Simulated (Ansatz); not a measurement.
C₃H₉As, triplet, at the geometry of the source list (a higher spin typed on purpose: for a closed-shell molecule this is an excited state), with bond 10-3 at 1.8 times its length; CASSCF(4,6)/STO-3G run with Ansatz (an electronic-structure program).

Ansatz was given this input:
Ansatz 0.2 input:
```yaml
crystal:
  periodic: [false, false, false]
  atoms:
    - {symbol: C, position_ang: [-0.40500000, 1.62680000, 0.26960000]}
    - {symbol: As, position_ang: [-0.16110000, -0.17910000, 1.03010000]}
    - {symbol: C, position_ang: [1.60420000, -0.52050000, 0.21830000]}
    - {symbol: C, position_ang: [-1.22380000, -1.13360000, -0.33310000]}
    - {symbol: H, position_ang: [-0.13540000, 1.63950000, -0.78570000]}
    - {symbol: H, position_ang: [0.22180000, 2.34580000, 0.79900000]}
    - {symbol: H, position_ang: [-1.44360000, 1.94600000, 0.37520000]}
    - {symbol: H, position_ang: [1.57940000, -0.31880000, -0.85120000]}
    - {symbol: H, position_ang: [1.89870000, -1.55860000, 0.37170000]}
    - {symbol: H, position_ang: [2.96158000, 0.62682000, 1.05386000]}
    - {symbol: H, position_ang: [-0.95720000, -0.80180000, -1.33470000]}
    - {symbol: H, position_ang: [-1.04830000, -2.20550000, -0.26370000]}
    - {symbol: H, position_ang: [-2.28810000, -0.95710000, -0.17800000]}
basis:
  gaussian:
    orbitals: STO-3G
hamiltonian:
  xc: hf
correlation: {active_space: {window: {electrons: 4, orbitals: 6}}}
magnetization: {spin_polarized: false, initial_magnetization: 2}
```

What the program printed (banner, timings and long lists left out):

```
Functional definition: HF
512 factors; integrals over basis functions are off by at most 4.6e-5 eV
mean field evaluation 1: about -63300.8183 eV, gradient 1.7e1 eV
mean field evaluation 2: about -63301.0050 eV, gradient 1.7e1 eV
mean field evaluation 4: about -63308.2609 eV, gradient 9.3e0 eV
mean field evaluation 8: about -63308.8466 eV, gradient 4.5e-1 eV
mean field evaluation 16: about -63301.1672 eV, gradient 1.1e1 eV
mean field -63308.84879464 eV, -2326.5572809240 hartree, gradient 2.1e-6 eV, S^2 2.000000; 0 other end points of the search recorded, 0 dependent functions left out
reference -63308.84879464 eV, -2326.5572809240 hartree; 31, 29 occupied and 11, 13 virtual orbitals, 512 factors
state -63309.34715665 eV, -2326.5755953900 hartree
Total energy: -63309.34715665 eV, -2326.5755953900 hartree
```
